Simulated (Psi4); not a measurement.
lithium fluoride (FLi), singlet, at a GFN2-xTB geometry (such geometries of metal compounds can be far from the true shape); R2SCAN/cc-pVDZ run with Psi4.

The Psi4 input:
```
memory 2 GB

molecule {
0 1
  Li   -0.00000000   -0.00000000   -1.14043347
  F     0.00000000    0.00000000    0.38014449
}

set basis cc-pvdz
set df_basis_scf cc-pvqz-jkfit

energy('r2scan')
print_variables()
```

Task: What does Psi4 print? Leave out banner, timings and long lists.

Result: 
```
   => Loading Basis Set <=

    Name: CC-PVDZ
    Role: ORBITAL
    Keyword: BASIS

         ---------------------------------------------------------
                                   SCF
               by Justin Turney, Rob Parrish, Andy Simmonett
                          and Daniel G. A. Smith
                              RKS Reference
         ---------------------------------------------------------

  ==> Geometry <==

    Molecular point group: c2v
    Full point group: C_inf_v

    Geometry (in Angstrom), charge = 0, multiplicity = 1:

       Center              X                  Y                   Z               Mass
    ------------   -----------------  -----------------  -----------------  -----------------
         LI           0.000000000000     0.000000000000    -1.110482878560     7.016003436600
         F            0.000000000000     0.000000000000     0.410095081440    18.998403162730

  Running in c2v symmetry.

  Rotational constants: A = ************  B =      1.42294  C =      1.42294 [cm^-1]
  Rotational constants: A = ************  B =  42658.62452  C =  42658.62452 [MHz]
  Nuclear repulsion =    9.396285533488859

  Charge       = 0
  Multiplicity = 1
  Electrons    = 12
  Nalpha       = 6
  Nbeta        = 6

  ==> Algorithm <==

  SCF Algorithm Type is DF.
  DIIS enabled.
  MOM disabled.
  Fractional occupation disabled.
  Guess Type is SAD.
  Energy threshold   = 1.00e-06
  Density threshold  = 1.00e-06
  Integral threshold = 1.00e-12

  ==> Primary Basis <==

  Basis Set: CC-PVDZ
    Blend: CC-PVDZ
    Number of shells: 12
    Number of basis functions: 28
    Number of Cartesian functions: 30
    Spherical Harmonics?: true
    Max angular momentum: 2

  ==> DFT Potential <==

   => LibXC <=

    Version 7.1.2
    S. Lehtola, C. Steigemann, M. J. T. Oliveira, and M. A. L. Marques,  SoftwareX 7, 1–5 (2018) (10.1016/j.softx.2017.11.002)

   => Composite Functional: R2SCAN <=

    r2SCAN Meta-GGA XC Functional  (0.1021/acs.jpclett.0c02405)
    J. W. Furness, A. D. Kaplan, J. Ning, J. P. Perdew, J. Sun  J. Phys. Chem. Lett.  11, 8208–8215, 2020

    Deriv               =              1
    GGA                 =           TRUE
    Meta                =           TRUE

    Exchange Hybrid     =          FALSE
    MP2 Hybrid          =          FALSE

   => Exchange Functionals <=

    1.0000   XC_MGGA_X_R2SCAN

   => Correlation Functionals <=

    1.0000   XC_MGGA_C_R2SCAN

   => LibXC Density Thresholds  <==

    XC_MGGA_C_R2SCAN:  1.00E-15
    XC_MGGA_X_R2SCAN:  1.00E-11

   => Molecular Quadrature <=

    Radial Scheme          =       TREUTLER
    Pruning Scheme         =           NONE
    Nuclear Scheme         =       TREUTLER

    Blocking Scheme        =         OCTREE
    BS radius alpha        =              1
    Pruning alpha          =              1
    Radial Points          =             75
    Spherical Points       =            302
    Total Points           =          44267
    Total Blocks           =            418
    Max Points             =            256
    Max Functions          =             28
    Weights Tolerance      =       1.00E-15

Traceback (most recent call last):
  File "psi4", line 375, in <module>
  File "<string>", line 23, in <module>
  File "site-packages/psi4/driver/driver.py", line 533, in energy
  File "site-packages/psi4/driver/procrouting/proc.py", line 2760, in run_scf
  File "site-packages/psi4/driver/procrouting/proc.py", line 1939, in scf_helper
  File "site-packages/psi4/driver/procrouting/proc.py", line 1462, in scf_wavefunction_factory
  File "site-packages/psi4/driver/p4util/python_helpers.py", line 169, in _pybuild_basis
  File "site-packages/psi4/driver/qcdb/libmintsbasisset.py", line 722, in pyconstruct
  File "site-packages/psi4/driver/qcdb/libmintsbasisset.py", line 976, in construct

psi4.driver.qcdb.exceptions.BasisSetNotFound: BasisSet::construct: Unable to find a basis set for atom 1 for key JKFIT among:
  Shell Entries: ['LI']
  Basis Sets: [('CC-PVQZ-JKFIT', 'CC-PVQZ-JKFIT', None)]
  File Path: tmpuuovgxdb, tmpuuovgxdb, basis
  Input Blocks:

Printing out the relevant lines from the Psithon --> Python processed input file:
      F     0.00000000    0.00000000    0.38014449
    """)
    core.IO.set_default_namespace("")
    core.set_global_option("BASIS", "cc-pvdz")
    core.set_global_option("DF_BASIS_SCF", "cc-pvqz-jkfit")
--> energy('r2scan')
    print_variables()

!----------------------------------------------------------------------------------!
!                                                                                  !
!  BasisSet::construct: Unable to find a basis set for atom 1 for key JKFIT among: !
!   Shell Entries: ['LI']                                                          !
!   Basis Sets: [('CC-PVQZ-JKFIT', 'CC-PVQZ-JKFIT', None)]                         !
!   File Path: tmpuuovgxdb,                        !
!     tmpuuovgxdb,                                 !
!     basis                                          !
!   Input Blocks:                                                                  !
!                                                                                  !
!----------------------------------------------------------------------------------!

QcdbException BasisSetNotFound: BasisSet::construct: Unable to find a basis set for atom 1 for key JKFIT among:
  Shell Entries: ['LI']
  Basis Sets: [('CC-PVQZ-JKFIT', 'CC-PVQZ-JKFIT', None)]
  File Path: tmpuuovgxdb, tmpuuovgxdb, basis
  Input Blocks:
```

The input was rejected before any calculation.
